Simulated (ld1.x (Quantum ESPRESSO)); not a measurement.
**In (Z = 49) RRKJ: all-electron and pseudo phase curves**

```
Element                 : In
Generator               : ld1.x (Quantum ESPRESSO) 7.5
Type                    : norm-conserving RRKJ (Kleinman–Bylander form)
Functional              : PBE
Relativity              : scalar-relativistic
Frozen core             : [Kr]
Valence charge          : 13
Reference configuration : 4d10 5s2 5p1
Partial waves           : 5s (bound): rc 1.95 bohr; 5p (bound): rc 2.95 bohr; 4d (bound): rc 1.55 bohr
Local potential         : the d channel
Core correction         : a·sin(br)/r model core inside 1.35 bohr
rho0                    : 0.005
```

The phase is arctan(r·u′/u) with u = r·R(r), unwrapped; energies in Ry, scanned from -3 to 5 Ry. A pole is an energy at which the radial function vanishes at the test radius. The pseudo phase is shifted by a multiple of π to meet the all-electron one at the reference energy, and phase errors are pseudo minus all-electron; the curves can meet again beyond the range given. Levels narrower than the energy grid can be missing from the lists of poles.

Q: For each channel, where are the poles, and over which energies does the pseudopotential scatter like the atom?

A:

```
channel  radius (bohr)  reference energy (Ry)  poles, all-electron  poles, pseudo  unbroken range about the reference energy with phases within 0.05 rad  phase error 1 Ry above the reference energy (rad)
      s           3.20                  -0.60                 0.03     0.02, 4.18                                                              below 1.5                                             -0.004
      p           3.20                  -0.19                 0.94           0.93                                                              below 2.6                                             -0.001
      d           3.20                  -1.37          -1.34, 2.60    -1.34, 2.61                                                              below 4.8                                             +0.000
```

Note: ghost states, extra bound levels that the all-electron valence spectrum of the same l lacks: s at -155.9 eV, p at -55.1 eV. A true bound ghost makes a file unfit for plane-wave use.

Phases in the s channel:

```
E (Ry)  all-electron  pseudo
 -3.00         1.362   1.362
 -2.76         1.349   1.349
 -2.52         1.333   1.333
 -2.28         1.313   1.313
 -2.04         1.286   1.286
 -1.80         1.249   1.249
 -1.56         1.192   1.192
 -1.32         1.092   1.091
 -1.08         0.868   0.867
 -0.84         0.144   0.142
 -0.60        -0.983  -0.983
 -0.36        -1.369  -1.369
 -0.12        -1.517  -1.518
  0.12        -1.599  -1.601
  0.36        -1.657  -1.661
  0.60        -1.707  -1.712
  0.84        -1.756  -1.765
  1.08        -1.811  -1.826
  1.32        -1.881  -1.910
  1.56        -1.984  -2.045
  1.80        -2.157  -2.310
  2.04        -2.504  -2.919
  2.28        -3.187  -3.762
  2.52        -3.864  -4.201
  2.76        -4.205  -4.397
  3.00        -4.373  -4.503
  3.24        -4.470  -4.570
  3.48        -4.533  -4.618
  3.72        -4.577  -4.655
  3.96        -4.611  -4.686
  4.20        -4.638  -4.715
  4.44        -4.660  -4.743
  4.68        -4.679  -4.773
  4.92        -4.696  -4.808
```
